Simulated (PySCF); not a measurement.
A side-by-side comparison of computed properties.

First species: C7H9NO2.
Atom-mapped SMILES: `[CH3:1][O:2][c:3]1[cH:4][cH:5][c:6]([O:7][CH3:8])[n:9][cH:10]1` (hydrogens: H11, H12, H13 on C1; H14 on C4; H15 on C5; H16, H17, H18 on C8; H19 on C10)

Second species: C5H12OP2.
Geometry (GFN2-xTB, Å), atoms numbered from 1 in this order:
```
atom  x, y, z in Å
C1     2.670   -0.292   -0.389
P2     1.201   -0.219    0.727
C3     0.448    1.353    0.072
C4    -0.956    1.540    0.622
P5    -2.113    0.258    0.032
O6    -3.473    0.372    0.559
C7    -1.310   -1.352    0.340
C8     0.109   -1.408   -0.200
H9     3.145   -1.265   -0.282
H10    3.382    0.473   -0.086
H11    2.391   -0.137   -1.431
H12    0.429    1.329   -1.023
H13    1.088    2.183    0.385
H14   -1.384    2.508    0.336
H15   -0.969    1.487    1.716
H16   -2.026    0.384   -1.361
H17   -1.951   -2.119   -0.110
H18   -1.332   -1.503    1.425
H19    0.122   -1.170   -1.269
H20    0.523   -2.412   -0.066
```

Levels: PBE0/pcSseg-1 for HOMO energy, LUMO energy and HOMO–LUMO gap. Geometries: GFN2-xTB. All species are isolated and taken at one optimised geometry, non-relativistic unless stated. Electronic properties by PySCF.

The conformers computed, where there is a choice (atom-mapped SMILES and torsion angles):
- `[CH3:1][O:2][c:3]1[cH:4][cH:5][c:6]([O:7][CH3:8])[n:9][cH:10]1`: C1–O2–C3–C4 180°, C5–C6–O7–C8 180°

The conformers of `CP1CC[PH](=O)CC1` aren't listed.

| property | column X | column Y |
| --- | --- | --- |
| HOMO energy | -6.18 eV | -7.00 eV |
| LUMO energy | -0.65 eV | 0.61 eV |
| HOMO–LUMO gap | 5.53 eV | 7.61 eV |

(1) Which column belongs to which species?

(2) How does each property change from the first species to the second?

## Answers

(1) Column X is the first species and column Y the second. The first has 19 atoms and 74 electrons, the second 20 and 80.

(2) HOMO energy -0.82 eV; LUMO energy +1.26 eV; HOMO–LUMO gap +2.08 eV.

